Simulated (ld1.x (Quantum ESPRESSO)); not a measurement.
## What one change does to a pseudopotential (mercury, ultrasoft)

- Element: mercury (Hg)
- Generator: ld1.x (Quantum ESPRESSO) 7.5
- Type: ultrasoft
- Functional: LDA (PZ)
- Relativity: scalar-relativistic
- Frozen core: [Xe] 4f14
- Valence charge: 12
- Reference configuration: 5d10 6s1.5 6p0.5
- Partial waves: 6s (bound): rcut 1.65, rcutus 2.30 bohr; 6s channel at 0.65 Ry: rcut 1.65, rcutus 2.30 bohr; 6p (bound): rcut 2.15, rcutus 2.90 bohr; 6p channel at 0.25 Ry: rcut 2.15, rcutus 2.90 bohr; 5d (bound): rcut 1.45, rcutus 1.85 bohr; 5d channel at 1.25 Ry: rcut 1.45, rcutus 1.85 bohr
- Local potential: all-electron potential smoothed inside 1.90 bohr (lloc = -1)
- Core correction: a·sin(br)/r model core, default radius (core density twice the valence density)
- Augmentation charge: built from norm-conserving waves at rcut, not smoothed further

Change: waves 5d (bound): rcut 1.42, rcutus 1.50 bohr; 5d channel at 1.25 Ry: rcut 1.42, rcutus 1.50 bohr.

Cutoffs: the cutoffs (Ry, on a coarse ladder) from which the occupation-weighted sum of valence levels, in a spherical-Bessel basis at the reference potential, stays within 10 and 1 mRy of its value at 400 Ry; they do not see the model core or the augmentation charge, which bear on the density cutoff. Errors are all-electron minus pseudo energies relative to the spin-unpolarised reference configuration.

Task: What does the change do?

Result: The potential gets harder (35 Ry and 55 Ry → 50 Ry and 90 Ry); the errors of the 9 common tests hardly move; neither file shows a bound ghost. A smaller radius makes the pseudo-wave follow the all-electron one further in, where it bends more sharply, so more plane waves are needed.

```tsv
quantity	base	changed
cutoff, loose	35 Ry	50 Ry
cutoff, tight	55 Ry	90 Ry
loose cutoff by channel (10 mRy a level)	s 6 Ry, p 6 Ry, d 25 Ry	s 6 Ry, p 6 Ry, d 40 Ry
bound ghosts	none	none
error for 5d10 6s2 6p0, meV [ΔE -3.02 eV]	+0.8	+0.8
error for 5d10 6s1 6p0, meV [ΔE 8.03 eV]	-4.5	-4.5
error for 5d10 6s0 6p0, meV [ΔE 27.42 eV]	-23	-23
error for 5d10 6s1.5 6p0, meV [ΔE 1.51 eV]	-1.0	-1.0
error for 5d8 6s0 6p0, meV [ΔE 113.27 eV]	-293	-292
error for 5d9 6s2 6p0, meV [ΔE 12.71 eV]	-14	-13
error for 5d9 6s0 6p0, meV [ΔE 63.24 eV]	-71	-71
error for 5d10 6s1.5 6p0.5 (spin-polarised), meV [ΔE -0.11 eV]	+0.2	+0.2
error for 5d10 6s1 6p0 (spin-polarised), meV [ΔE 7.87 eV]	-5.1	-5.1
s: phases at 3.16 bohr within 0.05 rad from the reference energy up to (Ry; the scan ends near 5)	to the end of the scan	to the end of the scan
p: phases at 3.16 bohr within 0.05 rad from the reference energy up to (Ry; the scan ends near 5)	2.7	2.7
d: phases at 3.16 bohr within 0.05 rad from the reference energy up to (Ry; the scan ends near 5)	to the end of the scan	to the end of the scan
lowest overlap eigenvalue by channel	s 0.35, p 0.41, d 0.44	s 0.35, p 0.41, d 0.89
```
